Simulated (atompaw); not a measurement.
An all-electron radial function and its pseudo partner (Li (Z = 3))

Columns: radius, all-electron u(r) and pseudo u(r) of the 1s shell (level -51.85 eV) of lithium in the configuration 1s2 2s1 2p0; PBE, scalar-relativistic, PAW (atompaw) scheme, atompaw 4.2.0.5.

| r (bohr) | all-electron | pseudo |
| --- | --- | --- |
| 0.115 | 0.7588 | 0.4948 |
| 0.231 | 1.0870 | 0.8823 |
| 0.346 | 1.1768 | 1.0904 |
| 0.462 | 1.1433 | 1.1264 |
| 0.577 | 1.0503 | 1.0499 |
| 0.692 | 0.9328 | 0.9328 |
| 0.808 | 0.8094 | 0.8094 |
| 0.923 | 0.6923 | 0.6923 |
| 1.038 | 0.5857 | 0.5857 |
| 1.154 | 0.4907 | 0.4907 |
| 1.269 | 0.4090 | 0.4090 |
| 1.385 | 0.3385 | 0.3385 |
| 1.500 | 0.2793 | 0.2793 |
| 1.615 | 0.2294 | 0.2294 |
| 1.731 | 0.1875 | 0.1875 |
| 1.846 | 0.1532 | 0.1532 |
| 1.962 | 0.1249 | 0.1249 |
| 2.077 | 0.1018 | 0.1018 |
| 2.192 | 0.0830 | 0.0830 |
| 2.308 | 0.0674 | 0.0674 |
| 2.423 | 0.0548 | 0.0548 |
| 2.538 | 0.0445 | 0.0445 |
| 2.654 | 0.0361 | 0.0361 |
| 2.769 | 0.0293 | 0.0293 |
| 2.885 | 0.0237 | 0.0237 |
| 3.000 | 0.0192 | 0.0192 |

Q: How many radial nodes do the two functions have?

A: The all-electron 1s function has n − l − 1 = 0; the pseudo-wave has 0.

Q: At about which radius was the pseudo-wave matched?

A: 0.65 bohr, where the columns begin to agree (steps of 0.12 bohr).

Q: Where does each function peak?

A: Outermost all-electron maximum near 0.35 bohr, pseudo maximum near 0.46 bohr (to the table’s step).

Q: Is the pseudo-wave norm-conserving?

A: No, it belongs to a PAW set: the norm inside the radius is not constrained, and the difference is carried by the augmentation charge.
